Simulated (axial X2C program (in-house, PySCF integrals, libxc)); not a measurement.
## Outer orbitals of CuB at 1.916 Å, LDA

Calculated with an in-house relativistic program for diatomic molecules. Spin-free means the one-electron spin-free X2C Hamiltonian; two-component (2c) means X2C with spin–orbit coupling and atomic mean-field two-electron Coulomb and Gaunt terms, so the difference of the two also holds small scalar two-electron terms. Basis: Cu dyall-cv3z [9s9p6d3f2g], B dyall-v3z [7s6p2d1f] (cores contracted in-house); Gaussian nuclei, density fitting, unrestricted open shells. Masses: Cu 62.930 u, B 11.009 u.

The distance is close to the 2c PBE0 minimum; the highest filled and lowest empty levels are listed.

Spin-free orbitals, state M_S = 0, Λ = 0 (closed shell) (Löwdin shares):

```json
{"symmetry": "σα", "occupied": "yes", "ε (eV)": "-10.76", "atomic character": "52% B s, 18% Cu d, 16% Cu s"}
{"symmetry": "π-α", "occupied": "yes", "ε (eV)": "-7.51", "atomic character": "93% Cu d, 6% B p"}
{"symmetry": "π+α", "occupied": "yes", "ε (eV)": "-7.51", "atomic character": "93% Cu d, 6% B p"}
{"symmetry": "σα", "occupied": "yes", "ε (eV)": "-7.24", "atomic character": "77% Cu d, 11% B s, 5% Cu s"}
{"symmetry": "δ-α", "occupied": "yes", "ε (eV)": "-6.90", "atomic character": "100% Cu d"}
{"symmetry": "δ+α", "occupied": "yes", "ε (eV)": "-6.90", "atomic character": "100% Cu d"}
{"symmetry": "σα", "occupied": "yes", "ε (eV)": "-5.17", "atomic character": "50% B p, 29% Cu s, 9% B s"}
{"symmetry": "π-α", "occupied": "no", "ε (eV)": "-3.79", "atomic character": "74% B p, 18% Cu p, 8% Cu d"}
{"symmetry": "π+α", "occupied": "no", "ε (eV)": "-3.79", "atomic character": "74% B p, 18% Cu p, 8% Cu d"}
{"symmetry": "σα", "occupied": "no", "ε (eV)": "-2.59", "atomic character": "37% Cu p, 30% B p, 26% Cu s"}
{"symmetry": "π-α", "occupied": "no", "ε (eV)": "-0.16", "atomic character": "78% Cu p, 14% B p, 4% Cu d"}
{"symmetry": "π+α", "occupied": "no", "ε (eV)": "-0.16", "atomic character": "78% Cu p, 14% B p, 4% Cu d"}
```

One partner of each degenerate Kramers or spin pair is listed.

Spinors with spin–orbit coupling (state Ω = 0):

```json
{"ω": "1/2", "occupied": "yes", "ε (eV)": "-10.76", "atomic character": "52% B s, 18% Cu d, 16% Cu s", "λ mixture": "100% σ"}
{"ω": "1/2", "occupied": "yes", "ε (eV)": "-7.59", "atomic character": "92% Cu d, 6% B p", "λ mixture": "92% π, 8% σ"}
{"ω": "3/2", "occupied": "yes", "ε (eV)": "-7.49", "atomic character": "93% Cu d, 6% B p", "λ mixture": "96% π, 4% δ"}
{"ω": "1/2", "occupied": "yes", "ε (eV)": "-7.21", "atomic character": "78% Cu d, 10% B s, 5% Cu s", "λ mixture": "92% σ, 8% π"}
{"ω": "3/2", "occupied": "yes", "ε (eV)": "-6.99", "atomic character": "100% Cu d", "λ mixture": "96% δ, 4% π"}
{"ω": "5/2", "occupied": "yes", "ε (eV)": "-6.81", "atomic character": "100% Cu d", "λ mixture": "100% δ"}
{"ω": "1/2", "occupied": "yes", "ε (eV)": "-5.17", "atomic character": "50% B p, 29% Cu s, 9% B s", "λ mixture": "100% σ"}
{"ω": "1/2", "occupied": "no", "ε (eV)": "-3.80", "atomic character": "74% B p, 18% Cu p, 8% Cu d", "λ mixture": "100% π"}
{"ω": "3/2", "occupied": "no", "ε (eV)": "-3.78", "atomic character": "74% B p, 17% Cu p, 8% Cu d", "λ mixture": "100% π"}
{"ω": "1/2", "occupied": "no", "ε (eV)": "-2.59", "atomic character": "37% Cu p, 30% B p, 26% Cu s", "λ mixture": "100% σ"}
{"ω": "1/2", "occupied": "no", "ε (eV)": "-0.17", "atomic character": "78% Cu p, 14% B p, 4% Cu d", "λ mixture": "100% π"}
```

One partner of each degenerate Kramers or spin pair is listed.

Mulliken charges and populations of the two-component result (they depend on the basis, above all on diffuse functions):

Cu 0.04 e (s 7.23 p 12.12 d 9.61), B -0.04 e (s 3.84 p 1.15 d 0.03 f 0.01).

The state is a single determinant with fixed occupations, the lowest that a limited PBE0 search found.
